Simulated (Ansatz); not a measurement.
Basis sets compared for the cluster Li₃PS₄ (the lowest singlet isomer of a short search). Charge 0, multiplicity 1. Geometry r2SCAN-D4/def2-SVP. Ansatz on 4 threads of Arm Neoverse N1 on a shared host; times are rough, and most runs start from earlier orbitals.

```xyz
8

Li   -0.154   -2.176   -0.287
Li   -1.404    1.677   -0.236
Li    1.149    0.389   -1.198
P     0.618    0.180    1.520
S     0.802    2.013    0.485
S     1.835   -1.170    0.443
S    -1.303   -0.404   -1.431
S    -1.542   -0.510    0.704
```

Another isomer (singlet) lies 0.18 eV lower at PBE0-D4/def2-TZVP; other spin states weren't run for this one.

Binding counts from free atoms (Li doublet, P quartet, S triplet) in the same basis, without a counterpoise term.

```csv
level,functions,energy (Eh),HOMO (eV),LUMO (eV),binding per atom (eV),wall time
LDA (SPW92)/def2-TZVP,227,-1949.9592,-5.34,-2.59,3.62,2.9 s
PBE-D4/def2-SVP,117,-1955.4905,-5.14,-2.27,3.19,2.7 s
PBE-D4/def2-TZVP (with forces),227,-1956.1768,-5.18,-2.36,3.18,6.5 s
PBE0-D4/def2-SVP,117,-1955.6542,-6.17,-1.46,3.07,3.8 s
PBE0-D4/def2-TZVP,227,-1956.3333,-6.16,-1.52,3.07,11 s
```

Q: Estimate the rows for LDA (SPW92)/def2-TZVPD, PBE-D4/def2-TZVPD, PBE0-D4/def2-TZVPD.

A: 
```json
{"level": "LDA (SPW92)/def2-TZVPD", "functions": "278", "energy (Eh)": "-1949.9646", "HOMO (eV)": "-5.32", "LUMO (eV)": "-2.60", "binding per atom (eV)": "3.63", "wall time": "4.7 s"}
{"level": "PBE-D4/def2-TZVPD", "functions": "278", "energy (Eh)": "-1956.1814", "HOMO (eV)": "-5.18", "LUMO (eV)": "-2.40", "binding per atom (eV)": "3.18", "wall time": "8.5 s"}
{"level": "PBE0-D4/def2-TZVPD", "functions": "278", "energy (Eh)": "-1956.3381", "HOMO (eV)": "-6.14", "LUMO (eV)": "-1.57", "binding per atom (eV)": "3.08", "wall time": "16 s"}
```
